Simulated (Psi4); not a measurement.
## Worked example: vertical energy of the triplet above the singlet of BH3O3 (boric acid)

BH3O3: 7 atoms, total charge 0, spin state singlet. SMILES: `OB(O)O`. Geometry: relaxed at PBE0-D4/def2-TZVP.

Both states at this one shape; open shells run unrestricted unless said. 1 Eh = 27.2114 eV.

```
                                                                         level  program  singlet BH3O3 (Eh)  triplet BH3O3 (Eh)
                                                               TPSSh/def2-SVPD     Psi4         -252.323472         -252.037159
                                                             wB97X-V/def2-SVPD     Psi4         -252.247197         -251.883752
DSD-PBEP86/def2-SVPD (density fitting for correlation), 4 core orbitals frozen     Psi4         -251.874975         -251.565160
```

Question: Work out the vertical gap, second state less first, at each level.

Answer: 
1. TPSSh/def2-SVPD: -252.037159 − (-252.323472) = 0.286313 Eh = 7.79 eV.
2. wB97X-V/def2-SVPD: -251.883752 − (-252.247197) = 0.363445 Eh = 9.89 eV.
3. DSD-PBEP86/def2-SVPD (density fitting for correlation): -251.565160 − (-251.874975) = 0.309815 Eh = 8.43 eV.

No measured value is set beside it here; the levels span 7.79 to 9.89 eV.
